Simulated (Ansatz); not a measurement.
`Cn1ccn(C)[c+]1[Cu-][NH2]` at its PBE0-D4/def2-TZVP geometry, where that method's forces vanish. Charge 0, multiplicity 1.

```xyz
19

C     1.4944    0.4312   -1.9156
N     0.4584   -0.3050   -1.2295
C    -0.1881   -1.4040   -1.7398
C    -1.0763   -1.7962   -0.8009
N    -0.9421   -0.9232    0.2510
C    -1.7102   -0.9836    1.4719
C     0.0053    0.0102    0.0056
Cu    0.5805    1.4310    1.1104
N     1.2480    2.8485    2.0520
H     1.1128    0.8436   -2.8512
H     2.3466   -0.2173   -2.1264
H     1.8125    1.2453   -1.2654
H     0.0320   -1.8110   -2.7122
H    -1.7803   -2.6110   -0.7964
H    -1.3805   -0.1653    2.1110
H    -1.5412   -1.9334    1.9825
H    -2.7748   -0.8714    1.2590
H     1.7137    2.6239    2.9238
H     0.5895    3.5875    2.2700
```

(1) What forces (eV/Å) does B3LYP-D4/def2-TZVPP give on these atoms in Ansatz 0.2.0? (Estimate.)

Answers

(1) Ansatz gave: 
```
C1   0.227  0.179 -0.124
N2   0.076  0.055 -0.047
C3  -0.030 -0.216 -0.265
C4  -0.164 -0.273 -0.123
N5  -0.054 -0.002  0.091
C6  -0.150  0.012  0.274
C7   0.043  0.094  0.063
Cu8 -0.023 -0.028 -0.001
N9   0.031  0.096  0.086
H10  0.032 -0.019  0.040
H11 -0.037  0.041 -0.001
H12 -0.003 -0.057 -0.079
H13 -0.019  0.030  0.076
H14  0.056  0.063 -0.002
H15 -0.053 -0.078 -0.025
H16 -0.021  0.047 -0.017
H17  0.048 -0.011  0.023
H18  0.021  0.032  0.017
H19  0.019  0.035  0.015
```

B3LYP here is the variant with VWN-RPA as its local correlation; programs differ in this.
